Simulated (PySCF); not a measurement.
Compound: methyldichlorosilane, CH₄Cl₂Si.
Geometry (PBE0-D3(BJ)/def2-SVP, Å), atoms numbered from 1 in this order:
```xyz
8
CH4Cl2Si angstrom
C     -0.8251    0.1018   -0.1848
Si     1.0138    0.1683    0.0483
Cl     1.7804    1.8333   -0.8988
Cl     1.8701   -1.5108   -0.7898
H     -1.2971    1.0078    0.2251
H     -1.2408   -0.7789    0.3288
H     -1.0708    0.0315   -1.2549
H      1.4303    0.2300    1.4714
```

Level: CAM-B3LYP/def2-SVPD in PySCF, non-relativistic, on one gas-phase PBE0-D3(BJ)/def2-SVP geometry that isn't relaxed in the solvent. The solvent is an IEF-PCM continuum (cavity from Bondi-type radii × 1.2). Specific hydrogen bonds and non-electrostatic terms are outside this model.

Gas phase at CAM-B3LYP/def2-SVPD: HOMO -10.30 eV, LUMO 1.05 eV, dipole 2.20 D.

What does the continuum do to the energy, the frontier levels and the dipole at CAM-B3LYP/def2-SVPD in benzene and chloroform?

```csv
solvent,ε,E(solvent) − E(gas) (kcal/mol),polarisation term (kcal/mol),distortion of the solute (kcal/mol),HOMO (eV),LUMO (eV),dipole (D)
benzene,2.271,-1.15,-1.23,0.08,-10.23,1.09,2.51
chloroform,4.711,-1.80,-2.03,0.23,-10.21,1.08,2.70
```

Polarisation term: ½ Σ q·V over the induced surface charges. Distortion: the rise of the solute's own energy as its density leaves the gas-phase optimum. The atom shares or the degeneracy of the LUMO differ from the gas phase in benzene and chloroform, so that column needn't follow one orbital. From benzene to chloroform the lowering changes by a factor 1.57, Onsager's factor (ε − 1)/(2ε + 1) by 1.55 and ε itself by 2.1.

Which radius a makes the point-dipole formula ΔE = −[(ε − 1)/(2ε + 1)]·μ²/a³ give the value in chloroform, with the gas-phase dipole?

μ = 0.864 au and |ΔE| = 0.00287 Eh give a = 2.39 Å; the farthest nucleus lies 2.44 Å from the centroid of the nuclei. The formula assumes a rigid point dipole at the centre of a sphere.

Give the dipole vector in the frame of the coordinates (D, pointing from negative to positive charge), gas and chloroform.

Gas (-1.93, -0.02, 1.04), solvent (-2.36, -0.02, 1.32). Its length changes by +23 % and its direction by less than 1°.

How does the static polarisability (CAM-B3LYP/def2-SVPD, frozen core, with the continuum's full static response) change?

```csv
medium,isotropic (au),principal values (au),⟨r²⟩ of the electrons (bohr²)
gas,65.1,"57.4, 66.9, 71.0",700.7
benzene,73.9,"65.5, 75.6, 80.6",700.7
chloroform,79.9,"71.5, 81.4, 86.7",700.7
```

The isotropic value in chloroform is 1.23 times the gas-phase one; no cavity-field correction is applied. ⟨r²⟩ is taken about the centre of nuclear charge.

On an Intel Xeon 6975P-C with one thread, shared host, this took 6.0 s wall and 0.61 GiB of memory at its peak. This is the whole response run at CAM-B3LYP/def2-SVPD in chloroform, SCF included.
